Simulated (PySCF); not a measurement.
C₂H₅BF₂O. Atoms are numbered in the order given.

```xyz
11

B      0.5964    -0.1698     0.7473
F     -0.1836    -1.2075     1.0616
F      1.8106    -0.1206     1.2796
O      0.1924     0.8107    -0.0762
C     -1.0976     0.7770    -0.7021
C     -1.0442     0.0090    -2.0114
H     -1.8333     0.3305    -0.0137
H     -1.3778     1.8266    -0.8728
H     -0.7960    -1.0488    -1.8328
H     -2.0216     0.0517    -2.5169
H     -0.2851     0.4400    -2.6815
```

Geometry: TPSSh-D3(BJ)/def2-SVP. One conformer was computed; it need not be the lowest.

Computed with TPSSh-D3(BJ)/def2-SVP (PySCF 2.14.0).

Frequencies are harmonic and unscaled.

**Question.** Estimate the vibrational spectrum. (An estimate is asked for; the answer gives what the named calculation found.)

**Answer.** 
```csv
mode,ν (cm⁻¹),IR (km/mol),Raman (Å⁴/amu),depolarisation,moving atoms (share of kinetic energy)
1,47,0.0,0.2,0.60,"C 35 %, F 30 %, H 26 %, O 8 %"
2,105,0.2,0.2,0.68,"F 38 %, O 26 %, C 22 %, H 12 %"
3,192,2.3,0.1,0.46,"H 48 %, F 28 %, C 15 %"
4,283,1.9,0.1,0.70,"H 73 %, C 14 %, F 10 %"
5,387,4.5,0.8,0.44,"F 31 %, C 27 %, O 21 %, H 15 %"
6,467,10.3,0.5,0.74,"F 47 %, O 18 %, C 17 %, H 12 %"
7,532,2.4,1.0,0.58,"F 44 %, O 29 %, H 11 %, C 9 %"
8,674,70.3,0.6,0.73,"B 81 %, F 10 %, O 8 %"
9,786,6.8,4.7,0.12,"H 42 %, F 31 %, C 14 %, O 12 %"
10,818,6.4,2.5,0.09,"H 60 %, O 15 %, F 14 %, C 10 %"
11,939,3.6,3.7,0.69,"H 38 %, C 31 %, O 15 %, F 14 %"
12,1094,32.5,4.7,0.39,"C 53 %, H 22 %, O 18 %"
13,1129,37.8,1.8,0.33,"C 45 %, H 36 %, O 15 %"
14,1188,1.6,0.9,0.66,"H 56 %, C 37 %"
15,1315,7.6,9.6,0.75,H 89 %
16,1376,105.3,1.4,0.24,"H 70 %, C 17 %, B 9 %"
17,1414,62.5,4.5,0.63,"H 68 %, C 23 %"
18,1428,318.5,0.8,0.74,"B 64 %, F 20 %, H 12 %"
19,1480,13.2,16.3,0.75,H 95 %
20,1490,150.9,17.0,0.73,"H 72 %, B 16 %"
21,1496,76.1,6.6,0.66,"H 83 %, B 9 %"
22,1541,335.2,3.1,0.48,"H 41 %, B 38 %, O 16 %"
23,3040,12.8,122.6,0.01,H 97 %
24,3054,32.4,118.6,0.09,H 95 %
25,3111,6.3,128.6,0.71,"H 90 %, C 10 %"
26,3131,25.7,69.5,0.66,"H 91 %, C 9 %"
27,3139,28.7,22.5,0.67,"H 90 %, C 10 %"
```
